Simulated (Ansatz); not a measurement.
`CCB(F)F` and `CC(Cl)B(F)F` differ in one atom or group.

Ansatz, PBE0-D4/def2-TZVP geometries, multiplicity 1. Each molecule was computed in one conformer, which needn't be the lowest.

| property | `CCB(F)F` |
| --- | --- |
| LUMO energy (ωB97M-V/def2-TZVPP) / eV | 1.97 |
| HOMO energy (ωB97M-V/def2-TZVPP) / eV | -11.76 |
| LUMO energy (PBE0/def2-TZVPP) / eV | 0.39 |
| size of the dipole moment (PBE/def2-TZVPP) / D | 1.59 |
| size of the dipole moment (B3LYP/def2-TZVPP) / D | 1.68 |
| HOMO–LUMO gap (ωB97M-V/def2-TZVPP) / eV | 13.73 |

Problem. Give the same properties after the change, and the shifts. (Estimate.)

Solution. The calculation gave: 
```json
{"property": "LUMO energy (ωB97M-V/def2-TZVPP) / eV", "`CC(Cl)B(F)F`": "1.32", "shift": "-0.65"}
{"property": "HOMO energy (ωB97M-V/def2-TZVPP) / eV", "`CC(Cl)B(F)F`": "-10.87", "shift": "0.89"}
{"property": "LUMO energy (PBE0/def2-TZVPP) / eV", "`CC(Cl)B(F)F`": "-0.70", "shift": "-1.09"}
{"property": "size of the dipole moment (PBE/def2-TZVPP) / D", "`CC(Cl)B(F)F`": "2.11", "shift": "0.52"}
{"property": "size of the dipole moment (B3LYP/def2-TZVPP) / D", "`CC(Cl)B(F)F`": "2.22", "shift": "0.54"}
{"property": "HOMO–LUMO gap (ωB97M-V/def2-TZVPP) / eV", "`CC(Cl)B(F)F`": "12.20", "shift": "-1.53"}
```

With PBE0 the HOMO rises by 0.84 eV and the LUMO falls by 1.09 eV, so the gap narrows by about 1.93 eV. PBE moves the HOMO by 0.75 eV and ωB97M-V by 0.89 eV. Dipoles are sizes alone; their direction can turn.

B3LYP here is the variant with VWN-RPA as its local correlation; programs differ in this.
